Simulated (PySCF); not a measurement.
**Radial density of Cr- (chromium, charge -1)**

r2SCAN, [Ar] 3d5 4s2, high-spin 6S determinant. All numbers are calculated (PySCF 2.14, no relativity, point nucleus, in aug-cc-pV5Z).

```
r (bohr)  4πr²ρ (e/bohr)  4πr²(ρα − ρβ)
0.000881         0.08705         0.0000
 0.00148          0.2393         0.0000
 0.00249          0.6450         0.0001
 0.00419           1.682         0.0003
 0.00705           4.149         0.0006
  0.0119           9.326         0.0014
  0.0200           17.95         0.0024
  0.0336           26.79         0.0024
  0.0564           27.40        -0.0011
  0.0949           21.83        -0.0020
   0.160           28.31         0.0672
   0.269           27.12         0.5002
   0.452           10.84         1.8787
   0.760           13.40         3.3282
    1.28           6.960         2.5408
    2.15           1.554         1.1214
    3.62          0.6137         0.3067
    6.08          0.1967        -0.0378
    10.2         0.04694        -0.0411
    17.2        0.001636        -0.0016
```

⟨S²⟩ = 9.01 against 8.75 shows spin contamination. At r2SCAN the highest occupied level has a positive energy, so only the finite basis holds that electron; in a semilocal or global hybrid functional this comes from self-interaction and does not mean that the real anion is unbound.

**Question.** Where is the radial spin density 4πr²(ρα − ρβ) most negative, and why is it negative at all?

**Answer.** Around r = 10.2 bohr, down to -0.0411 e/bohr: exchange with the open shell polarises the paired shells in an unrestricted calculation.
